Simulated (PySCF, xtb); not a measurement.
Si(Cl)(SH) (ClHSSi), SMILES S[Si]Cl (connectivity only; charge and spin as stated), neutral, multiplicity 1. The values are those of a single conformer.

Harmonic wavenumbers (cm⁻¹) from GFN2-xTB (xtb) at its own minimum, in rising order: 160, 244, 447, 463, 715, 2452.

### Question
What does PBE0-D3(BJ)/def2-TZVP (PySCF) give at its own minimum? (An estimate is asked for; the answer gives what the named calculation found.)

### Answer
180, 402, 506, 512, 755, 2694. Paired by order, the mean absolute difference is 95 cm⁻¹ and the zero-point energies are 6.4 and 7.2 kcal/mol.
